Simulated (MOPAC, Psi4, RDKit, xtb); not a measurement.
Internal rotation in SMILES O=CCC[SiH3] (C3H8OSi), singlet. Scanned: dihedral C2–C3–C4–Si5; all other coordinates were relaxed at GFN2-xTB. Points at φ and −φ are mirror images. Heavy atoms are numbered in the order of the SMILES O=CCC[SiH3], hydrogens after them in the order of the atoms that carry them; the mirror image has the same energies with the sign of each dihedral reversed.

- UFF // GFN2-xTB (RDKit)
- GFN1-xTB // GFN2-xTB (xtb)
- PM3, restricted, heats of formation // GFN2-xTB (MOPAC)
- MP2/cc-pVTZ = Psi4 with DF-MP2 (frozen core)/cc-pVTZ // GFN2-xTB

Energies relative to the lowest point of each profile, in kcal/mol; the last columns give the difference from MP2:

```json
[
 {"φ / °": "-160", "UFF": "1.4", "GFN1-xTB": "15.0", "PM3": "0.5", "MP2/cc-pVTZ": "0.5", "UFF − MP2/cc-pVTZ": "1.0", "GFN1-xTB − MP2/cc-pVTZ": "14.5", "PM3 − MP2/cc-pVTZ": "0.0"},
 {"φ / °": "-140", "UFF": "4.5", "GFN1-xTB": "15.4", "PM3": "1.6", "MP2/cc-pVTZ": "1.5", "UFF − MP2/cc-pVTZ": "3.1", "GFN1-xTB − MP2/cc-pVTZ": "14.0", "PM3 − MP2/cc-pVTZ": "0.1"},
 {"φ / °": "-120", "UFF": "6.1", "GFN1-xTB": "15.8", "PM3": "2.3", "MP2/cc-pVTZ": "2.0", "UFF − MP2/cc-pVTZ": "4.1", "GFN1-xTB − MP2/cc-pVTZ": "13.7", "PM3 − MP2/cc-pVTZ": "0.2"},
 {"φ / °": "-100", "UFF": "4.1", "GFN1-xTB": "15.4", "PM3": "2.1", "MP2/cc-pVTZ": "1.5", "UFF − MP2/cc-pVTZ": "2.6", "GFN1-xTB − MP2/cc-pVTZ": "13.9", "PM3 − MP2/cc-pVTZ": "0.7"},
 {"φ / °": "-80", "UFF": "1.3", "GFN1-xTB": "13.8", "PM3": "2.3", "MP2/cc-pVTZ": "0.7", "UFF − MP2/cc-pVTZ": "0.6", "GFN1-xTB − MP2/cc-pVTZ": "13.1", "PM3 − MP2/cc-pVTZ": "1.6"},
 {"φ / °": "-60", "UFF": "7.2", "GFN1-xTB": "6.2", "PM3": "5.3", "MP2/cc-pVTZ": "1.0", "UFF − MP2/cc-pVTZ": "6.3", "GFN1-xTB − MP2/cc-pVTZ": "5.2", "PM3 − MP2/cc-pVTZ": "4.3"},
 {"φ / °": "-40", "UFF": "19.8", "GFN1-xTB": "1.6", "PM3": "7.5", "MP2/cc-pVTZ": "1.7", "UFF − MP2/cc-pVTZ": "18.1", "GFN1-xTB − MP2/cc-pVTZ": "-0.1", "PM3 − MP2/cc-pVTZ": "5.9"},
 {"φ / °": "-20", "UFF": "30.2", "GFN1-xTB": "0.2", "PM3": "9.5", "MP2/cc-pVTZ": "2.9", "UFF − MP2/cc-pVTZ": "27.3", "GFN1-xTB − MP2/cc-pVTZ": "-2.7", "PM3 − MP2/cc-pVTZ": "6.7"},
 {"φ / °": "0", "UFF": "34.3", "GFN1-xTB": "0.0", "PM3": "10.3", "MP2/cc-pVTZ": "3.4", "UFF − MP2/cc-pVTZ": "30.9", "GFN1-xTB − MP2/cc-pVTZ": "-3.4", "PM3 − MP2/cc-pVTZ": "6.9"},
 {"φ / °": "20", "UFF": "30.2", "GFN1-xTB": "0.2", "PM3": "9.5", "MP2/cc-pVTZ": "2.9", "UFF − MP2/cc-pVTZ": "27.3", "GFN1-xTB − MP2/cc-pVTZ": "-2.7", "PM3 − MP2/cc-pVTZ": "6.7"},
 {"φ / °": "40", "UFF": "19.8", "GFN1-xTB": "1.6", "PM3": "7.5", "MP2/cc-pVTZ": "1.7", "UFF − MP2/cc-pVTZ": "18.1", "GFN1-xTB − MP2/cc-pVTZ": "-0.1", "PM3 − MP2/cc-pVTZ": "5.9"},
 {"φ / °": "60", "UFF": "7.2", "GFN1-xTB": "6.2", "PM3": "5.3", "MP2/cc-pVTZ": "1.0", "UFF − MP2/cc-pVTZ": "6.3", "GFN1-xTB − MP2/cc-pVTZ": "5.2", "PM3 − MP2/cc-pVTZ": "4.3"},
 {"φ / °": "80", "UFF": "1.3", "GFN1-xTB": "13.8", "PM3": "2.3", "MP2/cc-pVTZ": "0.7", "UFF − MP2/cc-pVTZ": "0.6", "GFN1-xTB − MP2/cc-pVTZ": "13.1", "PM3 − MP2/cc-pVTZ": "1.6"},
 {"φ / °": "100", "UFF": "4.1", "GFN1-xTB": "15.4", "PM3": "2.1", "MP2/cc-pVTZ": "1.5", "UFF − MP2/cc-pVTZ": "2.6", "GFN1-xTB − MP2/cc-pVTZ": "13.9", "PM3 − MP2/cc-pVTZ": "0.7"},
 {"φ / °": "120", "UFF": "6.1", "GFN1-xTB": "15.8", "PM3": "2.3", "MP2/cc-pVTZ": "2.0", "UFF − MP2/cc-pVTZ": "4.1", "GFN1-xTB − MP2/cc-pVTZ": "13.7", "PM3 − MP2/cc-pVTZ": "0.2"},
 {"φ / °": "140", "UFF": "4.5", "GFN1-xTB": "15.4", "PM3": "1.6", "MP2/cc-pVTZ": "1.5", "UFF − MP2/cc-pVTZ": "3.1", "GFN1-xTB − MP2/cc-pVTZ": "14.0", "PM3 − MP2/cc-pVTZ": "0.1"},
 {"φ / °": "160", "UFF": "1.4", "GFN1-xTB": "15.0", "PM3": "0.5", "MP2/cc-pVTZ": "0.5", "UFF − MP2/cc-pVTZ": "1.0", "GFN1-xTB − MP2/cc-pVTZ": "14.5", "PM3 − MP2/cc-pVTZ": "0.0"},
 {"φ / °": "180", "UFF": "0.0", "GFN1-xTB": "14.8", "PM3": "0.0", "MP2/cc-pVTZ": "0.0", "UFF − MP2/cc-pVTZ": "0.0", "GFN1-xTB − MP2/cc-pVTZ": "14.8", "PM3 − MP2/cc-pVTZ": "0.0"}
]
```

UFF is furthest from MP2/cc-pVTZ at 0 (30.9 kcal/mol, above); its mean absolute difference over the points is 8.7 kcal/mol.

GFN1-xTB is furthest from MP2/cc-pVTZ at 180 (14.8 kcal/mol, above); its mean absolute difference over the points is 9.6 kcal/mol.

PM3 is furthest from MP2/cc-pVTZ at 0 (6.9 kcal/mol, above); its mean absolute difference over the points is 2.5 kcal/mol.
